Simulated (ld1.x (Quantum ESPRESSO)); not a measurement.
An all-electron radial function and its pseudo partner (oxygen)

Columns: radius, all-electron u(r) and pseudo u(r) of the 2s shell (level -23.96 eV) of oxygen in the configuration [He] 2s2 2p4; PBE, scalar-relativistic, TM scheme, ld1.x (Quantum ESPRESSO) 7.5.

```csv
r (bohr),all-electron,pseudo
0.055,0.3515,-0.0961
0.110,0.4198,-0.1802
0.165,0.3383,-0.2436
0.220,0.1844,-0.2861
0.275,0.0033,-0.3181
0.330,-0.1790,-0.3570
0.385,-0.3484,-0.4195
0.440,-0.4980,-0.5133
0.495,-0.6251,-0.6258
0.550,-0.7292,-0.7292
0.605,-0.8113,-0.8113
0.660,-0.8731,-0.8731
0.715,-0.9169,-0.9169
0.770,-0.9449,-0.9449
0.825,-0.9595,-0.9595
0.880,-0.9629,-0.9629
0.935,-0.9570,-0.9570
0.990,-0.9436,-0.9436
1.045,-0.9242,-0.9242
1.100,-0.9002,-0.9002
1.155,-0.8725,-0.8725
1.210,-0.8423,-0.8423
1.265,-0.8102,-0.8102
1.320,-0.7769,-0.7769
1.375,-0.7431,-0.7431
1.430,-0.7090,-0.7090
```

Q: How many radial nodes do the two functions have?

A: The all-electron 2s function has n − l − 1 = 1; the pseudo-wave has 0, since the states of the same l below it are removed with the core.

Q: At about which radius was the pseudo-wave matched?

A: 0.55 bohr, where the columns begin to agree (steps of 0.06 bohr).

Q: Where does each function peak?

A: Outermost all-electron maximum near 0.88 bohr, pseudo maximum near 0.88 bohr (to the table’s step).

Q: Is the pseudo-wave norm-conserving?

A: Yes: the TM scheme keeps the norm inside the radius equal to the all-electron one, which fixes the energy derivative of the logarithmic derivative at the level.
